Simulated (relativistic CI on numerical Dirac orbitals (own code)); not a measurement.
# d1 to d9 in one octahedral field

Computed with a parametric ligand-field model without spin-orbit coupling, by exact diagonalisation: B = 370, C = 1540, 10Dq = 34800 cm⁻¹ (Oh; |10Dq|/B = 94.1) for every shell. Energies in cm⁻¹; the field energy is (0.6 n_e − 0.4 n_t2) × 10Dq of the ground term; g labels are left out. So small a B with so large a field is typical of 4d and 5d ions, where spin-orbit coupling, left out here, reaches 1,000 to 4,000 cm⁻¹.

```
Shell  Ground term  Electrons in e  Field energy  First spin-allowed bands  Lowest term of other spin
   d1          2T2           0.000        -13920                  2E 34800                           
   d2          3T1           0.003        -27723      3T2 33819, 3T1 38388                   1T2 5381
   d3          4A2           0.000        -41760      4T2 34800, 4T1 39084                    2E 7682
   d4          3T1           0.006        -55486       3E 33177, 3T1 33556                   1T2 4867
   d5            ?               ?             ?                         ?                          ?
   d6          1A1           0.009        -83211      1T1 33529, 1T2 39103                  3T1 30336
   d7           2E           1.005        -62453      2T1 33457, 2T2 33874                  4T1 27246
   d8          3A2           2.000        -41760      3T2 34800, 3T1 39084                    1E 6017
   d9           2E           3.000        -20880                 2T2 34800
```

Task: Fill in the row of d5.

Result: Ground term: 2T2; Electrons in e: 0.011; Field energy: -69209; First spin-allowed bands: 2A2 32545, 2T1 32678; Lowest term of other spin: 4T1 27168. Low spin: d4, d5, d6, d7; the other shells keep the spin of the free ion. Only d4 to d7 can choose; the field needed to pair spins is smallest for d6 and largest for d5, which loses most exchange energy. In the strong-field picture 10Dq must exceed about 6B + 5C = 9920 (d4), 7.5B + 5C = 10475 (d5), 2.5B + 4C = 7085 (d6) and 4B + 4C = 7640 (d7); mixing of terms shifts these bounds somewhat.
